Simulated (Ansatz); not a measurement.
Correlation energies of `C[SiH2][Al]([F])[SiH3]` by basis set

Z-matrix (Å, degrees):
```
C
Si 1 1.883
H 1 1.092 2 110.7
H 1 1.092 2 111.0 3 -120.0
H 1 1.092 2 111.0 3 120.0
Al 2 2.459 1 112.2 3 -179.5
H 2 1.493 1 109.7 3 58.6
H 2 1.494 1 109.6 3 -58.0
Si 6 2.461 2 126.9 1 1.2
F 6 1.658 2 117.3 1 -178.0
H 9 1.493 6 110.0 2 -89.1
H 9 1.492 6 110.7 2 28.8
H 9 1.490 6 113.3 2 150.2
```

Charge 0, multiplicity 1. Geometry: relaxed with PBE0-D4/def2-TZVP. It is one conformer, not always the lowest. Frozen core, restricted reference, the Gaussian-basis code of Ansatz. CBS rows extrapolate triple and quadruple zeta; past MP2 they add the triple-zeta difference.

```json
{"basis": "def2-TZVPP", "HF (Eh)": "-961.91527", "MP2 corr.": "-0.75598", "CCSD corr.": "-0.82218", "(T)": "-0.02754", "CCSD(T) total": "-962.76499"}
{"basis": "def2-QZVPP", "HF (Eh)": "-961.94709", "MP2 corr.": "-0.81597", "CCSD corr.": "–", "(T)": "–", "CCSD(T) total": "–"}
{"basis": "CBS(def2)", "HF (Eh)": "-961.95148", "MP2 corr.": "-0.86040", "CCSD corr.": "-0.92661", "(T)": "as TZ", "CCSD(T) total": "-962.90563"}
```
